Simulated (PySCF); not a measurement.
Level of theory: B3LYP-D3(BJ)/def2-TZVP run with PySCF. Gas-phase values, no solvent. B3LYP has the VWN-RPA correlation part, as in Gaussian. 

Reference species (SMILES): `Cl[Si](Cl)Cl` (neutral, multiplicity 2).

```json
{
 "dipole_moment": "0.63 D"
}
```

Changed species: `[SiH2]Cl` (radical fragment; the reference has radical fragment).

### Question
Predict the effect on the dipole moment.

### Answer
the dipole moment rises by 0.56 D, to 1.19 D.
